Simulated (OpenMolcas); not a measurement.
## Se III: effect of the IPEA shift

| Item | Value |
| --- | --- |
| Program | OpenMolcas 26.06 |
| Basis | ANO-RCC-VTZP [6s5p3d1f] |
| Scalar Hamiltonian | DKH2, point nucleus |
| Active space | 4 electrons in 9 orbitals (RAS2 4s 4p; RAS3 4d, at most 2 electrons) |
| State averaging | 2S+1 = 3 even, 6 roots; 2S+1 = 1 even, 12 roots; 2S+1 = 5 odd, 1 root; 2S+1 = 3 odd, 8 roots; 2S+1 = 1 odd, 8 roots |
| Spin-orbit coupling | state interaction with AMFI integrals over the reference wave functions, term energies averaged over their components |

Methods on the same reference wave functions:
A. RASSCF
B. MS-RASPT2, IPEA 0 Eh, imaginary shift 0.1 Eh (closed shells correlated: 3d)
C. MS-RASPT2, IPEA 0.25 Eh, imaginary shift 0.1 Eh (closed shells correlated: 3d)

Energies in cm-1 above 4s2 4p2 3P0, the measured ground level; measured values from Moore, Atomic Energy Levels, vol. II, NSRDS-NBS 35 (1971 reprint of NBS Circular 467, 1952).

| Level | A | B | C | Measured |
| --- | --- | --- | --- | --- |
| 4s2 4p2 3P0 | 0.0 | 0.0 | 0.0 | 0.0 |
| 4s2 4p2 3P1 | 1520 | 1549 | 1547 | 1741 |
| 4s2 4p2 3P2 | 3595 | 3590 | 3590 | 3937 |
| 4s2 4p2 1D2 | 14596 | 13230 | 13250 | 13032 |
| 4s2 4p2 1S0 | 30255 | 28410 | 28550 |  |
| 4s 4p3 5S* 2 | 60527 | 64270 | 64260 |  |
| 4s 4p3 3D* 1 | 89205 | 90210 | 90350 |  |
| 4s 4p3 3D* 2 | 89254 | 90260 | 90400 | 92723 |
| 4s 4p3 3D* 3 | 89630 | 90650 | 90790 |  |
| 4s 4p3 3P* 2 | 104282 | 104690 | 104870 | 106515 |
| 4s 4p3 3P* 0 | 104302 | 104720 | 104900 | 106482 |
| 4s 4p3 3P* 1 | 104383 | 104800 | 104990 | 106591 |

Deviations, from unrounded energies. A percentage is the sum of absolute deviations over the sum of measured energies, with the sign that they share, or ± where signs differ.

```json
{"Against measurement": "mean absolute deviation (cm-1)", "Levels": "7", "A": "1700", "B": "1200", "C": "1100"}
{"Against measurement": "fine structure of the ground term (%)", "Levels": "2", "A": "-9.9", "B": "-9.4", "C": "-9.5"}
{"Against measurement": "other terms of the ground configuration (%)", "Levels": "1", "A": "+12.0", "B": "+1.5", "C": "+1.7"}
{"Against measurement": "other configurations (%)", "Levels": "4", "A": "-2.4", "B": "-1.9", "C": "-1.7"}
```

C lies closest to measurement on these levels and A furthest from it. The largest miss of C in the table is 4s 4p3 3D* 2, by -2300 cm-1. The ranking rests on the paired levels alone, and a cruder setting can come out closer through cancelling errors.

Between B and C the level of the table that moves most is 4s 4p3 3P* 0, by 180 cm-1 (lowest in B, highest in C). Moves below CASPT2's spread within the term are not significant.

From A to B the spin-free energies of the other terms of 4s2 4p2 shown, above 3P, scale by factors of 0.88 to 0.93.

The lowest spin-free term lies below A's lowest term by 0.069 hartree in B, 0.068 hartree in C.

CASPT2 does not keep the components of a term degenerate, so their means are used; among the terms shown or strongly mixed into the levels shown the widest spread is 35 cm-1 (4s 4p3 3D*, C). The run also gave levels led by 4s 4p2 4d, 4s2 4p 4d, which use shells meant for correlation; these and all levels above them are left out. Some terms mix strongly with configurations of 4d, whose occupation reaches 0.19 (4s 4p3 3D*, 4s 4p3 3P*). Computed and measured levels are paired by configuration, term and J; levels that our copy of the source lacks, or whose pairing is in doubt (as where it misses far off the trend of its configuration), stay unpaired and out of the deviations. Levels of configurations outside the active space are missing. The table leaves out levels that lie high or whose names do not pair safely across all columns.

* marks odd parity.
